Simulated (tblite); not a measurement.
Compound: 2,2,3,3,3-pentafluoro-1-propanol, C₃H₃F₅O.
Z-matrix (Å and degrees, GFN2-xTB geometry), rows numbered from 1:
```
O 
C   1  1.3878
C   2  1.5386  1  111.92
F   3  1.3594  2  109.80  1   -57.10
F   3  1.3492  2  111.87  1    60.44
C   3  1.5485  2  112.17  1  -177.37
F   6  1.3355  3  110.47  2   -56.42
F   6  1.3365  3  110.30  2    61.85
F   6  1.3257  3  112.78  2  -177.40
H   1  0.9666  2  110.29  3    58.04
H   2  1.0929  1  106.84  3   118.68
H   2  1.1001  1  112.41  3  -121.04
```

Level: GFN2-xTB in tblite, geometry and Hessian alike; calculated harmonic values, unscaled, isolated species. Against measured fundamentals such values can be off by several per cent, at times by over 20. One conformer, not necessarily the lowest.

Harmonic wavenumbers (cm⁻¹): 44.9, 73.0, 136.9, 178.4, 236.2, 294.2, 326.5, 340.5, 380.1, 417.2, 470.7, 530.6, 532.6, 654.2, 760.9, 914.2, 975.3, 1067.9, 1098.0, 1108.1, 1127.2, 1154.8, 1187.5, 1202.8, 1309.3, 1334.0, 1432.1, 2895.9, 3000.3, 3501.8.

A = 2529, B = 1236, C = 1183 MHz; mass 150.010 u (most abundant isotopes); point group C1, symmetry number 1.

Task: What is the zero-point energy?

Result: ½Σν̃ = 14343 cm⁻¹ = 171.58 kJ/mol.

Task: Entropy at 500 K, 1 bar (ideal gas, RRHO, classical rotation)?

Result: Translation 182.09, rotation 127.17, vibration 173.22: S = 482.5 J/(mol K).

Task: And Cp and H(500 K) − H(0)?

Result: Cp = 188.32 J/(mol K), of which vibrations give 155.06 (their classical limit is 30 R = 249.4); H(500 K) − H(0) = 60.20 kJ/mol without the zero-point energy, 43.58 from vibrations.

Task: Blend soft modes into free rotors: weight 1/[1 + (100 cm⁻¹/ν̃)⁴] for the oscillator and the rest for a rotor with moment μB/(μ + B), μ = h/(8π²ν), B = 10⁻⁴⁴ kg m². What vibrational entropy results?

Result: 160.06 J/(mol K) in place of 173.22, which changes −T·S at 500 K by +6.58 kJ/mol.

Task: What must be added to the electronic energy to get the Gibbs energy at 500 K and 1 bar?

Result: ZPE + [H(500 K) − H(0)] − T·S = 171.58 + 60.20 − 241.24 = -9.46 kJ/mol.

Hindered rotation and anharmonicity are outside this model. Other conformers, if any are populated, would add a mixing term that is left out. The structure is chiral; the term R ln 2 for an equal mix with its mirror image is left out.
